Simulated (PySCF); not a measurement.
**FeCl: one state, many levels of theory**

State: ⁶Δ (sextet), unpaired electrons σ ↑↑, π ↑↑, δ ↑. Set-up: Fe x2c-TZVPPall, Cl x2c-TZVPPall; spin-free X2C with a Gaussian nucleus (PySCF 2.14). De refers to Fe (3d6 4s2) + Cl in their high-spin ground configurations, without counterpoise correction. The functionals are run spin-unrestricted. A positive dipole means Fe(−)Cl(+).

```csv
Level,Re (Å),ωe (cm⁻¹),De (eV),μ (D)
UHF,2.255,387,n/a,-3.36
UHF-MP2,2.184,405,n/a,n/a
UHF-SCS-MP2,2.200,400,n/a,n/a
UHF-CCSD,2.196,401,3.27,n/a
UHF-CCSD(T),2.188,403,3.32,n/a
PBE,2.163,394,n/a,-1.49
PBEsol,2.139,408,n/a,-1.33
r²SCAN,2.161,408,n/a,-1.93
PBE0,2.175,403,n/a,-2.29
M06,2.176,407,n/a,-2.40
BHandHLYP,2.206,396,n/a,-2.88
M06-2X,2.223,390,n/a,-2.55
CAM-B3LYP,2.175,405,n/a,-2.32
```

The bond length runs from 2.139 Å (PBEsol) to 2.255 Å (UHF).

Correlated steps freeze 10 core orbitals. De is left out where the level can put another filling of the metal’s s and d shells below the measured ground configuration, by anything from nothing to about 1 eV. Counting both spins, an empty level lies below a filled one in some of these solutions, because spin and occupation are held. The state is the lowest single determinant that the PBE0 search found; with open d or f shells the true ground state can be another one.

The whole job (state search and all levels along the bond) took about 34 min on 2 threads of Arm Neoverse V1 (shared host), peak memory 5.4 GiB.
